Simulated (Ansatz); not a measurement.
Harmonic frequencies (cm⁻¹) at PBE0-D4/def2-TZVP from Ansatz: 187, 237, 288, 325, 377, 673, 698, 885, 925, 958, 1024, 1151, 1309, 1330, 1430, 1445, 1446, 1466, 3053, 3055, 3156, 3160, 3167, 3168.

Problem. Which molecule is it?
A. `CS(C)=O`
B. `CSCO`
C. `N#CCC(F)(F)F`
D. `CC(O)S`

Solution. A.
